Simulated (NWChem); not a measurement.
System: HSO$_{3}$ anion

The following NWChem deck was run.

```
start job
memory heap 200 mb stack 700 mb global 900 mb
charge -1
geometry units angstroms
  O     -0.316778     1.368877     0.144334
  S     -0.201165    -0.028751    -0.346395
  O     -0.942932    -0.979610     0.504268
  O      1.548865    -0.358024     0.013536
  H      1.809672     0.418694     0.509317
end
basis spherical
  * library def2-svpd
end
dft
  xc b3lyp
  iterations 150
end
driver
  maxiter 120
end
task dft optimize
task dft freq
```

B3LYP is NWChem's, with the RPA form of VWN correlation.

The level has its own optimisation; frequencies are unscaled. Brackets give each atom's bonded neighbours.

Question: Give the results of this calculation. (B3LYP/def2-SVPD.) Quantities: r O–S [O(HS)–S(OOO)] (Å); r H–O (Å); highest harmonic frequency (cm⁻¹); lowest (cm⁻¹); zero-point energy (kcal/mol).

Answer: 
| Quantity | Value |
|---|---|
| r O–S [O(HS)–S(OOO)] (Å) | 1.801 |
| r H–O (Å) | 0.970 |
| highest harmonic frequency (cm⁻¹) | 3759 |
| lowest (cm⁻¹) | 206 |
| zero-point energy (kcal/mol) | 12.7 |
